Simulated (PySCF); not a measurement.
Core binding energy against partial charge

Compound: C5H11NO.
SMILES with atom numbers: `[CH3:1][CH2:2][CH2:3][NH:4][C:5]([CH3:6])=[O:7]`

Binding energies: PySCF 2.14.0, delta-SCF UKS SCAN, pcX-2 on the ionised atom, pcseg-1 elsewhere, spin-free X2C. Charges: PBE0/pcSseg-1 ground-state density, for the ionised atom.

```json
{"atom": "C1", "environment": "methyl carbon", "C 1s (eV)": "290.53", "Mulliken (e)": "-0.288", "IAO (e)": "-0.410", "Hirshfeld (e)": "-0.118", "ESP (e)": "-0.299"}
{"atom": "C2", "environment": "chain CH2 carbon", "C 1s (eV)": "290.69", "Mulliken (e)": "-0.284", "IAO (e)": "-0.251", "Hirshfeld (e)": "-0.069", "ESP (e)": "+0.117"}
{"atom": "C6", "environment": "methyl carbon next to a carbonyl", "C 1s (eV)": "290.99", "Mulliken (e)": "-0.286", "IAO (e)": "-0.473", "Hirshfeld (e)": "-0.123", "ESP (e)": "-0.606"}
{"atom": "C3", "environment": "sp3 carbon bound to nitrogen", "C 1s (eV)": "291.55", "Mulliken (e)": "-0.010", "IAO (e)": "-0.155", "Hirshfeld (e)": "-0.020", "ESP (e)": "+0.006"}
{"atom": "C5", "environment": "amide carbonyl carbon", "C 1s (eV)": "293.43", "Mulliken (e)": "+0.367", "IAO (e)": "+0.433", "Hirshfeld (e)": "+0.176", "ESP (e)": "+0.745"}
```

Problem. Give the correlation coefficient and slope of binding energy on charge for each scheme.

Solution. Mulliken: r = 0.98, slope 4.0 eV per e; Hirshfeld: r = 0.97, slope 9.3 eV per e; IAO: r = 0.95, slope 3.1 eV per e; ESP: r = 0.81, slope 1.9 eV per e. On 5 points no scheme stands out.

Problem. The point-charge model writes a binding energy as kq + V + constant, with V the potential of the other atoms' charges at the site. What does it give with the ESP charges?

Solution. V = Σ 14.40 eV Å × q/r over all other atoms: +3.84 eV at C1, -1.61 eV at C2, +9.10 eV at C6, -0.46 eV at C3, -12.10 eV at C5. Fitting binding energy − V to q gives k = 17.4 eV per e and leaves an rms residual of 0.82 eV, against 0.62 eV for the fit on q alone. The model has no term for differences in relaxation between sites.

The structure is a single PBE0-D3(BJ)/def2-SVP conformer in the gas phase; no vibrational or solvent corrections.

Shape of the structure used: `[CH3:1][CH2:2][CH2:3][NH:4][C:5]([CH3:6])=[O:7]`: C1–C2–C3–N4 61°, C2–C3–N4–C5 -111°, C3–N4–C5–C6 178°.
